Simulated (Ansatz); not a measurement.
```yaml
crystal:
  periodic: [false, false, false]
  atoms:
    - {symbol: Se, position_ang: [-3.039291, -0.172915, -0.666681]}
    - {symbol: In, position_ang: [0.010994, -0.018252, -0.007172]}
    - {symbol: Se, position_ang: [0.950085, 0.520269, 2.923910]}
    - {symbol: Se, position_ang: [2.122129, -0.404166, -2.278123]}
    - {symbol: H, position_ang: [-3.488033, 0.152984, 1.084471]}
    - {symbol: H, position_ang: [2.716735, 0.467584, 2.423627]}
    - {symbol: H, position_ang: [0.804005, -0.630379, -3.537282]}
basis:
  gaussian: {orbitals: def2-mTZVP}
hamiltonian: {xc: {name: HF}}
correlation: {method: mp2, frozen_orbitals: {Se: 9}}
scf: {lower_state_search: light}
```

```sh
$ ansatz run in.yaml --threads 2 --pin off --events-out ev --progress --plain --max-ram 20480MiB --backend cpu
```

Output, abridged:

```
Functional definition: HF
Error: "frozen_orbitals" has no count for In
```

(1) What is wrong with this run?

Results:

(1) Frozen orbitals are typed for one element alone, and the program wants a count for each. The input was rejected before any iteration.
